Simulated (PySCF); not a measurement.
**Simulated absorption spectrum**

Species: C6H8O3.
SMILES: `O=COC1=COCCC1`

Level of theory: TDDFT PBE0/def2-SVPD, vertical, gas phase, core orbitals frozen in the response (PySCF 2.14.0, density-fitted response routines). Isolated species at its GFN2-xTB geometry (one conformer only).

Each state is given a Gaussian of 0.5 eV full width at half maximum, with ε(max) = 2.175×10⁸ f / Δν̃ (Δν̃ the width in cm⁻¹). The cross-section is σ = 3.8235×10⁻²¹ ε cm², given in Mb (10⁻¹⁸ cm²). The width is an assumption, not a result. The curve ends short of the highest state used, and states not computed would add to its high-energy end.

(λ (nm), σ (Mb)): (198.3, 5.52), (200.5, 3.93), (202.8, 2.87), (205.0, 2.39), (207.3, 2.27), (209.5, 2.38), (211.7, 2.62), (214.0, 3.06), (216.2, 3.78), (218.4, 5.02), (220.7, 7.07), (222.9, 9.86), (225.2, 13.59), (227.4, 17.66), (229.6, 21.76), (231.9, 25.50), (234.1, 28.03), (236.3, 29.18), (238.6, 28.79), (240.8, 27.01), (243.0, 24.18), (245.3, 20.52), (247.5, 16.81), (249.8, 13.06), (252.0, 9.88), (254.2, 7.21), (256.5, 5.00), (258.7, 3.41), (260.9, 2.26), (263.2, 1.42), (265.4, 0.89), (267.7, 0.53), (269.9, 0.32), (272.1, 0.18), (274.4, 0.10), (276.6, 0.06)

Problem. Where are the band maxima, and which computed states make them?

Solution. 237 nm (5.23 eV), ε about 7600, made up of S1 (100%) (ε in L mol⁻¹ cm⁻¹; maxima over ε = 5, shares over 10%). At its high-energy end, 6.25 eV, the curve is still rising (ε about 1400, from S4). The states used: S1 5.23 eV (f 0.141); S2 5.72 eV (f 0.0052); S3 5.91 eV (f 0.0063); S4 6.51 eV (f 0.045); S5 6.58 eV (f 0.0086); S6 6.85 eV (f 0.0063).

Problem. On this curve, what absorbance would a 10⁻³ mol/L sample give at 266 nm over a 1 cm path?

Solution. 266 nm is 4.661 eV, where ε is about 200 L mol⁻¹ cm⁻¹, so A = ε c l ≈ 0.2 (Beer–Lambert, with the gas-phase spectrum and the assumed width).

Problem. What would ε be at 5.23 eV, the highest of these maxima, with half the width (0.25 eV)?

Solution. About 15200 L mol⁻¹ cm⁻¹ against 7650, a factor of about 1.99; a lone state at its own centre would give exactly 2.

Problem. Coming from long wavelengths, where does ε first pass 100 L mol⁻¹ cm⁻¹?

Solution. At about 269 nm (4.61 eV), 0.62 eV below S1.
